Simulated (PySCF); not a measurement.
Isomers of C8H7F3O, mass 176.045 u with the commonest isotopes. Computed with PBE0/pcSseg-1 in PySCF (dipole) on a GFN2-xTB geometry, gas phase. One conformer each, none proved a minimum here; rigid rotors.

Problem. Order these by out-of-plane moment Σ m c² = (Ia + Ib − Ic)/2, smallest first.
A. `[F:1][C:2]1=[CH:3][CH2:4][C:5]([O:6][CH:7]([F:8])[F:9])=[CH:10][CH:11]=[CH:12]1` with C4–C5–O6–C7 -158°, C5–O6–C7–F8 -84°, C2–C3–C4–C5 67°, C3–C4–C5–O6 111°, C5–C10–C11–C12 33°, F1–C2–C12–C11 147°
B. `[O:1]=[C:2]([C@@H:3]1[C@H:4]2[CH:5]=[CH:6][CH2:7][C@@H:8]12)[C:9]([F:10])([F:11])[F:12]` with O1–C2–C3–C4 34°
C. `[CH2:1]=[C:2]1[C:3]([C:4]([F:5])([F:6])[F:7])=[CH:8]/[C:9]1=[CH:10]/[O:11][CH3:12]` with C9–C10–O11–C12 180°
D. `[OH:1][c:2]1[cH:3][cH:4][c:5]([CH2:6][C:7]([F:8])([F:9])[F:10])[cH:11][cH:12]1` with H–O1–C2–C3 1°, C4–C5–C6–C7 -86°
E. `[F:1][C:2]([F:3])([F:4])[CH2:5][O:6][c:7]1[cH:8][cH:9][cH:10][cH:11][cH:12]1` with C2–C5–O6–C7 82°, C5–O6–C7–C8 -174°
F. `[CH2:1]=[C:2]([c:3]1[cH:4][c:5]1=[O:6])[C@H:7]([CH3:8])[C:9]([F:10])([F:11])[F:12]` with C1–C2–C3–C4 -176°, C1–C2–C7–C8 -120°
G. `[O:1]=[C:2]1[CH:3]=[CH:4][C@H:5]([C:6]([F:7])=[C:8]([F:9])[F:10])[CH2:11][CH2:12]1` with C4–C5–C6–F7 -62°, O1–C2–C3–C4 180°, C3–C4–C5–C6 147°, C4–C5–C11–C12 -53°, C5–C11–C12–C2 58°

Solution. C (45.48 u·Å²), D (69.53 u·Å²), E (70.83 u·Å²), A (75.39 u·Å²), G (88.74 u·Å²), B (105.54 u·Å²), F (129.07 u·Å²).

Problem. Order these by radius of gyration √(Σ m r²/M), largest first.
A. `[F:1][C:2]([F:3])([F:4])[CH2:5][O:6][c:7]1[cH:8][cH:9][cH:10][cH:11][cH:12]1` with C2–C5–O6–C7 82°, C5–O6–C7–C8 -174° (CF3CH2OPh)
B. `[OH:1][c:2]1[cH:3][cH:4][c:5]([CH2:6][C:7]([F:8])([F:9])[F:10])[cH:11][cH:12]1` with H–O1–C2–C3 1°, C4–C5–C6–C7 -86°
C. `[CH2:1]=[C:2]1[CH:3]=[C:4]([C:5]([F:6])([F:7])[F:8])/[C:9]1=[CH:10]/[O:11][CH3:12]` with C9–C10–O11–C12 -179°
D. `[O:1]=[C:2]([C@@H:3]1[C@H:4]2[CH:5]=[CH:6][CH2:7][C@@H:8]12)[C:9]([F:10])([F:11])[F:12]` with O1–C2–C3–C4 34°
E. `[O:1]=[C:2]1[CH:3]=[CH:4][C@H:5]([C:6]([F:7])=[C:8]([F:9])[F:10])[CH2:11][CH2:12]1` with C4–C5–C6–F7 -62°, O1–C2–C3–C4 180°, C3–C4–C5–C6 147°, C4–C5–C11–C12 -53°, C5–C11–C12–C2 58°
F. `[CH2:1]=[C:2]1[C:3]([C:4]([F:5])([F:6])[F:7])=[CH:8]/[C:9]1=[CH:10]/[O:11][CH3:12]` with C9–C10–O11–C12 180°
G. `[CH2:1]=[C:2]([c:3]1[cH:4][c:5]1=[O:6])[C@H:7]([CH3:8])[C:9]([F:10])([F:11])[F:12]` with C1–C2–C3–C4 -176°, C1–C2–C7–C8 -120°

Solution. F (2.791 Å), E (2.674 Å), B (2.606 Å), C (2.571 Å), A (2.524 Å), D (2.471 Å), G (2.398 Å).

Problem. Order these by dipole moment, largest first.
A. `[O:1]=[C:2]1[CH:3]=[CH:4][C@H:5]([C:6]([F:7])=[C:8]([F:9])[F:10])[CH2:11][CH2:12]1` with C4–C5–C6–F7 -62°, O1–C2–C3–C4 180°, C3–C4–C5–C6 147°, C4–C5–C11–C12 -53°, C5–C11–C12–C2 58°
B. `[O:1]=[C:2]([C@@H:3]1[C@H:4]2[CH:5]=[CH:6][CH2:7][C@@H:8]12)[C:9]([F:10])([F:11])[F:12]` with O1–C2–C3–C4 34°
C. `[CH2:1]=[C:2]1[C:3]([C:4]([F:5])([F:6])[F:7])=[CH:8]/[C:9]1=[CH:10]/[O:11][CH3:12]` with C9–C10–O11–C12 180°
D. `[F:1][C:2]([F:3])([F:4])[CH2:5][O:6][c:7]1[cH:8][cH:9][cH:10][cH:11][cH:12]1` with C2–C5–O6–C7 82°, C5–O6–C7–C8 -174°
E. `[CH2:1]=[C:2]([c:3]1[cH:4][c:5]1=[O:6])[C@H:7]([CH3:8])[C:9]([F:10])([F:11])[F:12]` with C1–C2–C3–C4 -176°, C1–C2–C7–C8 -120°
F. `[F:1][C:2]1=[CH:3][CH2:4][C:5]([O:6][CH:7]([F:8])[F:9])=[CH:10][CH:11]=[CH:12]1` with C4–C5–O6–C7 -158°, C5–O6–C7–F8 -84°, C2–C3–C4–C5 67°, C3–C4–C5–O6 111°, C5–C10–C11–C12 33°, F1–C2–C12–C11 147°
G. `[CH2:1]=[C:2]1[CH:3]=[C:4]([C:5]([F:6])([F:7])[F:8])/[C:9]1=[CH:10]/[O:11][CH3:12]` with C9–C10–O11–C12 -179°

Solution. C (5.25 D), E (4.37 D), B (3.90 D), G (2.68 D), A (2.26 D), D (1.84 D), F (1.37 D).

| SMILES | point group | Ia (u·Å²) | Ib (u·Å²) | Ic (u·Å²) | κ | μa (D) | μb (D) | μc (D) |
| --- | --- | --- | --- | --- | --- | --- | --- | --- |
| C=C1C(C(F)(F)F)=C/C1=C/OC | near Cs | 200.09 | 1216.53 | 1325.67 | -0.97 | 4.99 | 1.63 | 0.02 |
| C=C(c1cc1=O)[C@H](C)C(F)(F)F | C1 | 308.56 | 832.67 | 883.09 | -0.93 | 3.19 | 2.07 | 2.15 |
| FC(F)(F)COc1ccccc1 | C1 | 223.66 | 968.31 | 1050.31 | -0.95 | 0.87 | 0.26 | 1.60 |
| C=C1C=C(C(F)(F)F)/C1=C/OC | near Cs | 379.44 | 829.30 | 1117.83 | -0.64 | 2.66 | 0.33 | 0.03 |
| Oc1ccc(CC(F)(F)F)cc1 | – | 203.29 | 1062.21 | 1126.43 | -0.97 | 1.81 | 1.25 | 1.54 |
| FC1=CCC(OC(F)F)=CC=C1 | C1 | 255.72 | 1030.02 | 1134.96 | -0.94 | 0.92 | 1.00 | 0.20 |
| O=C([C@@H]1[C@H]2C=CC[C@H]21)C(F)(F)F | – | 247.30 | 933.47 | 969.69 | -0.97 | 3.68 | 1.26 | 0.29 |
| O=C1C=C[C@H](C(F)=C(F)F)CC1 | C1 | 211.82 | 1136.15 | 1170.49 | -0.99 | 1.91 | 1.18 | 0.28 |
